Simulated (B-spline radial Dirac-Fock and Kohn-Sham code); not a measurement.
**Elastic scattering of 9.07 keV electrons by the Ru atom**

The computed values come from a radial atomic solver: relativistic (Dirac) partial waves in the static field of the Dirac-Fock atom with Furness-McCarthy exchange, without polarisation or absorption potentials.

Input file task.json (cfg lists n, l and occupation; rrms is the nuclear radius in fm):

```json
{"items": [{
  "Z": 44,
  "q": 0,
  "cfg": [[1, 0, 2], [2, 0, 2], [2, 1, 6], [3, 0, 2], [3, 1, 6], [3, 2, 10], [4, 0, 2], [4, 1, 6], [4, 2, 7], [5, 0, 1]],
  "A": 102,
  "rrms": 4.4809,
  "do": "elastic",
  "energies": [[9070.0, 0]],
  "theta": [0, 10, 20, 30, 40, 50, 60, 70, 80, 90, 100, 110, 120, 130, 140, 150, 160, 170, 180]
}]}
```

Command: `python xray2_run.py task.json out`

```
θ (°)  dσ/dΩ (a₀²/sr)  Sherman function
    0             237             0.000
   10            2.69             0.000
   20           0.319             0.001
   30          0.0934             0.007
   40          0.0404             0.013
   50          0.0210             0.014
   60          0.0125             0.005
   70         0.00830            -0.014
   80         0.00601            -0.039
   90         0.00466            -0.063
  100         0.00383            -0.081
  110         0.00328            -0.092
  120         0.00292            -0.093
  130         0.00268            -0.088
  140         0.00251            -0.076
  150         0.00239            -0.060
  160         0.00232            -0.041
  170         0.00228            -0.021
  180         0.00226             0.000
```

The total elastic cross section is 2.47 a₀², the first transport cross section 0.0841 a₀² and the second, weighted with (3/2) sin²θ, 0.161 a₀². The mean deflection is ⟨1 − cos θ⟩ = 0.0341, and 0.79 % of the collisions scatter beyond 90°.
